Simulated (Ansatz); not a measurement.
Cartesian coordinates in Å:
```
C -0.2055 -1.3043 1.9149
Sn -0.8833 0.1148 0.4664
C 0.1320 -0.1799 -1.4191
Al 1.1271 1.4531 -1.7070
H -0.4535 -2.3136 1.5856
H 0.8759 -1.2226 2.0269
H -0.6775 -1.1178 2.8794
H -0.4886 1.7056 1.0146
H -2.5796 0.0464 0.2572
H 0.7531 -1.0697 -1.2915
H -0.6385 -0.3817 -2.1656
H 0.4629 2.6641 -2.4920
H 2.5755 1.6055 -1.0697
```

Total charge 0; spin multiplicity 1. Sn: def2 effective core potential.

Task: List the B3LYP/def2-TZVPP orbital energies in eV (the Gaussian-basis code of Ansatz). (An estimate is asked.)

Result: Ansatz gave: Occupied: -1524.01, -276.78, -276.34, -138.49, -112.01, -93.34, -93.32, -93.31, -72.77, -72.55, -72.54, -27.63, -27.63, -27.61, -27.51, -27.49, -19.00, -18.18, -13.34, -11.40, -11.31, -11.11, -11.08, -9.02, -8.38, -8.27, -8.06, -7.35. Lowest empty: -1.36, -0.03, 0.08, 0.72, 1.01, 1.15, 1.62, 1.97.

B3LYP here is the variant with VWN-RPA as its local correlation; programs differ in this.
